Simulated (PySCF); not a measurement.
A species of formula C11H10O has this rotational fingerprint, computed with PBE0-D3(BJ)/def2-SVP geometry optimisation, gas phase in PySCF 2.14.0:

- Rotational constants: A = 1345, B = 965.9, C = 579.5 MHz
- Dipole components: |μa| = 0.16 D, |μb| = 1.27 D, |μc| = 0.44 D
- Inertial defect: -26.82 u·Å²
- κ: 0.01

Task: Which structure is it? (One computed conformer of each.)
A. `[CH3:1][O:2][c:3]1[cH:4][cH:5][c:6]2[cH:7][cH:8][cH:9][cH:10][c:11]2[cH:12]1` with C1–O2–C3–C4 180° (2-methoxynaphthalene)
B. `[OH:1][CH2:2][c:3]1[cH:4][cH:5][cH:6][c:7]2[cH:8][cH:9][cH:10][cH:11][c:12]12` with H–O1–C2–C3 48°, O1–C2–C3–C4 -124°
C. `[CH2:1]=[C:2]1[CH:3]=[C:4]([O:5][CH3:6])[c:7]2[cH:8][cH:9][cH:10][cH:11][c:12]21` with C3–C4–O5–C6 0°

Result: B. It is OCc1cccc2ccccc12, an asymmetric top, point group C1. The candidates at the same level (rigid rotor, commonest isotopes):

```csv
SMILES,A (MHz),B (MHz),C (MHz),μa (D),μb (D),μc (D),Δ (u·Å²),point group,rotor
C=C1C=C(OC)c2ccccc21,1465,850.2,539.8,1.46,0.27,0.00,-3.24,Cs,asymmetric top
COc1ccc2ccccc2c1,2345,622.6,493.5,0.69,1.04,0.00,-3.25,Cs,asymmetric top
OCc1cccc2ccccc12,1345,965.9,579.5,0.16,1.27,0.44,-26.82,C1,asymmetric top
```

`C=C1C=C(OC)c2ccccc21` has B 12 % too low; `COc1ccc2ccccc2c1` has A 74 % too high. No structure here is proved a minimum.
